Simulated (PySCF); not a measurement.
**S (sulfur, neutral) across methods**

[Ne] 3s2 3p3 3d1, high-spin 5D determinant (an excited configuration). All numbers are calculated (PySCF 2.14, no relativity, point nucleus, in aug-cc-pV(Q+d)Z (7s6p5d3f2g, 89 functions)).

| method | E (hartree) | mean ε 3s β (eV) | mean ε 3p α (eV) | mean ε 3d α (eV) | Σ⟨r²⟩ (bohr²) | ⟨S²⟩ |
| --- | --- | --- | --- | --- | --- | --- |
| r2SCAN | -397.7755 | -17.987 | -11.465 | 0.608 | 39.31 | 6.001 |
| M06 | -397.7829 | -19.437 | -12.198 | 0.330 | 40.23 | 6.001 |
| LDA | -396.4182 | -18.256 | -10.915 | 0.654 | 39.61 | 6.000 |
| PW91 | -397.7935 | -18.057 | -10.954 | 0.563 | 39.55 | 6.000 |
| wB97M-V | -397.7752 | -22.108 | -14.444 | -1.243 | 39.28 | 6.000 |
| PBE0 | -397.6669 | -19.311 | -12.484 | 0.053 | 39.39 | 6.000 |
| B3LYP | -397.8192 | -19.418 | -12.024 | 0.227 | 39.73 | 6.001 |
| PBE | -397.6350 | -18.007 | -10.917 | 0.584 | 39.65 | 6.000 |
| UHF | -397.21359 | -21.718 | -16.565 | -1.263 | 39.52 | 6.001 |

The outer electron is Rydberg-like, and this basis confines it to a smaller radius and binds it less than a complete one would.

The highest occupied level is positive at r2SCAN, M06, LDA, PW91, PBE0, B3LYP, PBE: only the finite basis holds that electron, which in a density functional comes from self-interaction.
